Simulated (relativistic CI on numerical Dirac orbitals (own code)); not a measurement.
d1 to d9 in one octahedral field

Computed with a parametric ligand-field model without spin-orbit coupling, by exact diagonalisation: B = 490, C = 2110, 10Dq = 21800 cm⁻¹ (Oh; |10Dq|/B = 44.5) for every shell. Energies in cm⁻¹; the field energy is (0.6 n_e − 0.4 n_t2) × 10Dq of the ground term; g labels are left out. So small a B with so large a field is typical of 4d and 5d ions, where spin-orbit coupling, left out here, reaches 1,000 to 4,000 cm⁻¹.

```tsv
Shell	Ground term	Electrons in e	Field energy	First spin-allowed bands	Lowest term of other spin
d1	2T2	0.000	-8720	2E 21800	
d2	3T1	0.012	-17176	3T2 20656, 3T1 26861	1T2 7351
d3	4A2	0.000	-26160	4T2 21800, 4T1 27196	2E 10153
d4	3T1	0.019	-34457	3E 19813, 3T1 20345	1T2 6220
d5	2T2	0.036	-42814	2A2 19144, 2T1 19315	4T1 11804
d6	1A1	0.028	-51719	1T1 20307, 1T2 27140	3T1 15831
d7	2E	1.019	-38828	2T1 20186, 2T2 20698	4T1 11621
d8	3A2	2.000	-26160	3T2 21800, 3T1 27196	1E 8075
d9	2E	3.000	-13080	2T2 21800
```

Low spin: d4, d5, d6, d7; the other shells keep the spin of the free ion. Only d4 to d7 can choose; the field needed to pair spins is smallest for d6 and largest for d5, which loses most exchange energy. In the strong-field picture 10Dq must exceed about 6B + 5C = 13490 (d4), 7.5B + 5C = 14225 (d5), 2.5B + 4C = 9665 (d6) and 4B + 4C = 10400 (d7); mixing of terms shifts these bounds somewhat.
